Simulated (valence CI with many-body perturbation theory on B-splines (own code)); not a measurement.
## Fe V: E2, M1 decay

Level of theory: valence CI with perturbative core correlation (CI+MBPT): four valence electrons over a frozen Dirac-Fock core [Ar], a basis of 9 s, 9 p, 10 d, 8 f, 5 g, 3 h, 1 i functions for each j, with the one-electron correlation potential Σ1, the two-electron term Σ2, the three-electron term Σ3, Breit, model QED; selected CI, second order for the rest, scaled by the run's own slope (own B-spline code, finite nucleus).

Against 60 measured levels this calculation errs by 1841 cm⁻¹ on average and by 4484 at most. These come from a selection out of Corliss and Sugar, J. Phys. Chem. Ref. Data 11, 135 (1982). Levels without a partner in it may be off by more, other configurations by 1,000 to 8,000 cm⁻¹. Only levels of the ground parity were solved; by the run's estimate the other parity begins above the list, which can be wrong where configurations are misplaced.

Lines 51 to 100 of 111 in falling wavelength, among levels below 27.534 eV, chosen from the decays that carry over 1 % of a level's rate. Wavelengths and rates use the calculated energies, so an error of 2000 cm⁻¹ moves a line at 3949 Å by 7.9 % and its rate by three times that or more. Electric multipoles are in the length gauge, E1 and E2 with the static RPA response of the core. Weak lines are less certain than strong ones. Lines between different terms over intervals too small for the method are left out, as are lines whose strength nearly cancels and 9 of this kind that miss the measured wavelength by over 7 %. Branching is blank where the lifetime is uncertain.

Letters in brackets count levels of one name in rising energy.

| λ vac (Å) | λ from measured levels | Upper | Lower | Type | A (s⁻¹) | Branch % |
| --- | --- | --- | --- | --- | --- | --- |
| 3949 | 4004 | 3d4 3P_1 [a] | 3d4 5D_0 | M1 | 1.29e-01 | 9.9 |
| 3935 | 3912 | 3d4 3F_3 [a] | 3d4 5D_4 | M1 | 6.70e-02 | 9.0 |
| 3933 | 3964 | 3d4 3P_2 [b] | 3d4 3D_3 | E2 | 4.27e-01 | 12.6 |
| 3933 | 3964 | 3d4 3P_2 [b] | 3d4 3D_3 | M1 | 1.26e-01 | 3.7 |
| 3930 | 3912 | 3d4 3F_2 [b] | 3d4 3D_2 | M1 | 3.07e-01 | 4.4 |
| 3921 | 3905 | 3d4 3F_4 [b] | 3d4 3D_3 | M1 | 2.38e-01 |  |
| 3916 | 3892 | 3d4 3F_4 [a] | 3d4 5D_4 | M1 | 8.31e-01 | 81.7 |
| 3895 | 3882 | 3d4 1F_3 | 3d4 3F_4 [a] | M1 | 1.66e-02 |  |
| 3877 | 3862 | 3d4 1F_3 | 3d4 3F_3 [a] | M1 | 8.54e-03 |  |
| 3872 | 3852 | 3d4 3F_2 [a] | 3d4 5D_3 | M1 | 3.21e-02 | 8.8 |
| 3863 | 3840 | 3d4 3F_3 [a] | 3d4 5D_3 | M1 | 4.86e-01 | 65.5 |
| 3846 | 3896 | 3d4 3P_2 [a] | 3d4 5D_3 | M1 | 7.69e-01 | 91.3 |
| 3845 | 3821 | 3d4 3F_4 [a] | 3d4 5D_3 | M1 | 1.73e-01 | 17.1 |
| 3815 | 3796 | 3d4 3F_2 [a] | 3d4 5D_2 | M1 | 2.13e-01 | 58.6 |
| 3807 | 3784 | 3d4 3F_3 [a] | 3d4 5D_2 | M1 | 1.85e-01 | 25.0 |
| 3776 | 3757 | 3d4 3F_2 [a] | 3d4 5D_1 | M1 | 1.18e-01 | 32.5 |
| 3752 | 3798 | 3d4 3P_2 [a] | 3d4 5D_1 | M1 | 2.80e-02 | 3.3 |
| 3571 | 3505 | 3d4 3G_3 | 3d4 5D_4 | M1 | 3.41e-03 |  |
| 3530 | 3464 | 3d4 3G_4 | 3d4 5D_4 | M1 | 3.66e-02 |  |
| 3511 | 3447 | 3d4 3G_3 | 3d4 5D_3 | M1 | 2.36e-02 |  |
| 3472 | 3408 | 3d4 3G_4 | 3d4 5D_3 | M1 | 1.00e-02 |  |
| 3465 | 3401 | 3d4 3G_3 | 3d4 5D_2 | M1 | 9.75e-03 |  |
| 3092 | 3144 | 3d4 3F_4 [b] | 3d4 3G_5 | E2 | 9.61e-01 |  |
| 3092 | 3144 | 3d4 3F_4 [b] | 3d4 3G_5 | M1 | 1.91e-01 |  |
| 3067 | 3116 | 3d4 3F_4 [b] | 3d4 3G_4 | E2 | 3.67e-01 |  |
| 3067 | 3116 | 3d4 3F_4 [b] | 3d4 3G_4 | M1 | 1.48e-01 |  |
| 3060 | 3108 | 3d4 3F_2 [b] | 3d4 3G_4 | E2 | 2.98e-01 | 4.2 |
| 3056 | 3104 | 3d4 3F_3 [b] | 3d4 3G_4 | E2 | 6.04e-01 |  |
| 3030 | 3077 | 3d4 3F_2 [b] | 3d4 3G_3 | E2 | 7.85e-01 | 11.2 |
| 3030 | 3077 | 3d4 3F_2 [b] | 3d4 3G_3 | M1 | 3.08e-01 | 4.4 |
| 2831 | 2867 | 3d4 3P_2 [b] | 3d4 3F_4 [a] | E2 | 1.58e-01 | 4.7 |
| 2831 | 2826 | 3d4 3P_2 [b] | 3d4 3P_2 [a] | E2 | 4.75e-01 | 14.0 |
| 2825 | 2836 | 3d4 3F_4 [b] | 3d4 3F_4 [a] | E2 | 7.57e-01 |  |
| 2824 | 2796 | 3d4 3F_4 [b] | 3d4 3P_2 [a] | E2 | 2.54e-01 |  |
| 2823 | 2829 | 3d4 3D_3 | 3d4 5D_4 | M1 | 4.03e-01 | 59.3 |
| 2819 | 2829 | 3d4 3F_2 [b] | 3d4 3F_4 [a] | E2 | 1.21e-01 | 1.7 |
| 2816 | 2826 | 3d4 3F_3 [b] | 3d4 3F_4 [a] | E2 | 5.07e-01 |  |
| 2815 | 2825 | 3d4 3F_4 [b] | 3d4 3F_3 [a] | E2 | 1.78e-01 |  |
| 2815 | 2825 | 3d4 3F_4 [b] | 3d4 3F_3 [a] | M1 | 1.29e-01 |  |
| 2810 | 2819 | 3d4 3F_2 [b] | 3d4 3F_3 [a] | E2 | 7.81e-01 | 11.1 |
| 2806 | 2815 | 3d4 3F_3 [b] | 3d4 3F_3 [a] | E2 | 4.71e-01 |  |
| 2805 | 2812 | 3d4 3F_2 [b] | 3d4 3F_2 [a] | E2 | 8.66e-01 | 12.3 |
| 2785 | 2791 | 3d4 3D_3 | 3d4 5D_3 | M1 | 9.84e-02 | 14.5 |
| 2775 | 2781 | 3d4 3D_2 | 3d4 5D_3 | M1 | 1.15e-01 | 20.1 |
| 2756 | 2761 | 3d4 3D_3 | 3d4 5D_2 | M1 | 1.04e-01 | 15.3 |
| 2746 | 2752 | 3d4 3D_2 | 3d4 5D_2 | M1 | 1.71e-01 | 29.7 |
| 2726 | 2731 | 3d4 3D_2 | 3d4 5D_1 | M1 | 2.10e-01 | 36.7 |
| 2717 | 2711 | 3d4 3P_2 [b] | 3d4 3P_1 [a] | E2 | 6.03e-01 | 17.8 |
| 2714 | 2719 | 3d4 3D_1 | 3d4 5D_1 | M1 | 2.24e-01 | 31.2 |
| 2706 | 2678 | 3d4 3F_2 [b] | 3d4 3P_1 [a] | E2 | 1.87e-01 | 2.7 |
